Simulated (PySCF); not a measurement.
Polarisability and C₆ of In²⁺ (indium, charge +2)

[Kr] 4d10 5s1, 2S determinant. All numbers are calculated (PySCF 2.14, scalar relativity by spin-free X2C-1e, in x2c-TZVPPall with one added diffuse shell each of s, p, d, f type (9s7p5d3f, 76 functions)). Coupled (time-dependent) response in atomic units; α is the mean over directions.

```
method  mean α (bohr³)  C₆ (like pair)  S(−4)
 wB97X           14.29           67.93  138.5
```

S(−4) is the Cauchy moment in α(ω) = α(0) + S(−4) ω² + …

α(iu) at wB97X:

```tsv
u (hartree)	α(iu) (bohr³)
0	14.29
0.0500	13.95
0.100	13.06
0.200	10.62
0.300	8.455
0.500	5.807
0.750	4.194
1.00	3.303
1.50	2.296
2.00	1.717
3.00	1.068
5.00	0.5169
```

For an ion, C₆ is the dispersion term alone; charge-induced terms of lower order in 1/R come first.
